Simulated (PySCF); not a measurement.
(H2Al-mu-I)2.
Geometry (PBE0-D3(BJ)/def2-SVP, Å), atoms numbered from 1 in this order:
```xyz
8
Al2H4I2 angstrom
Al    -1.309   -0.089    1.230
H     -1.114   -1.206    2.328
H     -2.502    0.937    1.089
I      0.982    1.313    1.103
Al     1.346    0.065   -1.247
H      1.221    1.156   -2.382
H      2.501   -0.992   -1.043
I     -0.987   -1.269   -1.161
```

Method: TDDFT PBE0/def2-SVPD, vertical, gas phase, core orbitals frozen in the response, def2 core potentials past Kr (PySCF). Spin–orbit coupling is left out.

Broadening: Gaussians 0.25 eV wide at half height, area fixed by f = 4.319×10⁻⁹ ∫ε dν̃. The cross-section is σ = 3.8235×10⁻²¹ ε cm², given in Mb (10⁻¹⁸ cm²). The width is an assumption, not a result. The curve ends short of the highest state used, and states not computed would add to its high-energy end.

E (eV), σ (Mb) and a bar:
```
     4.95       0.00 
     4.99       0.00 
     5.04       0.00 
     5.08       0.00 
     5.12       0.00 
     5.17       0.00 
     5.21       0.00 
     5.26       0.00 
     5.30       0.00 
     5.34       0.00 
     5.39       0.00 
     5.43       0.00 
     5.48       0.00 
     5.52       0.00 
     5.56       0.00 
     5.61       0.01 
     5.65       0.02 
     5.69       0.06 
     5.74       0.22 #
     5.78       0.58 #
     5.83       1.60 ####
     5.87       3.08 #######
     5.91       5.15 ############
     5.96       8.17 ###################
     6.00      10.34 ########################
     6.05      12.09 ############################
     6.09      12.70 ##############################
     6.13      12.85 ##############################
     6.18      12.58 #############################
     6.22      11.86 ############################
     6.26      10.51 #########################
     6.31       8.22 ###################
     6.35       6.47 ###############
     6.40       5.06 ############
     6.44       4.59 ###########
     6.48       4.37 ##########
```

Q: Where are the band maxima, and which computed states make them?

A: 202 nm (6.13 eV), ε about 3400, made up of S4 (50%) and S6 (49%) (ε in L mol⁻¹ cm⁻¹; maxima over ε = 5, shares over 10%). The states used: S1 5.32 eV (f 0.0000); S2 5.50 eV (f 0.0000); S3 5.73 eV (f 0.0000); S4 6.03 eV (f 0.024); S5 6.21 eV (f 0.0000); S6 6.23 eV (f 0.023); S7 6.32 eV (f 0.0003); S8 6.36 eV (f 0.0000); S9 6.48 eV (f 0.0003); S10 6.50 eV (f 0.0090); S11 6.61 eV (f 0.0002); S12 6.68 eV (f 0.0001); S13 6.93 eV (f 0.027); S14 7.05 eV (f 0.0007); S15 7.08 eV (f 0.0000).

Q: Coming from long wavelengths, where does ε first pass 100 L mol⁻¹ cm⁻¹?

A: At about 215 nm (5.76 eV), 0.44 eV above S1.

Q: What would ε be at 6.13 eV, the highest of these maxima, with half the width (0.125 eV)?

A: About 1940 L mol⁻¹ cm⁻¹ against 3360, a factor of about 0.6; a lone state at its own centre would give exactly 2.

Q: On this curve, what absorbance would a 10⁻⁴ mol/L sample give at 222 nm over a 1 cm path?

A: 222 nm is 5.585 eV, where ε is about 1.1 L mol⁻¹ cm⁻¹, so A = ε c l ≈ 0.00011 (Beer–Lambert, with the gas-phase spectrum and the assumed width).

All these states lie below the vertical ionisation energy of 9.49 eV (ΔSCF).

One conformer stands for the species.
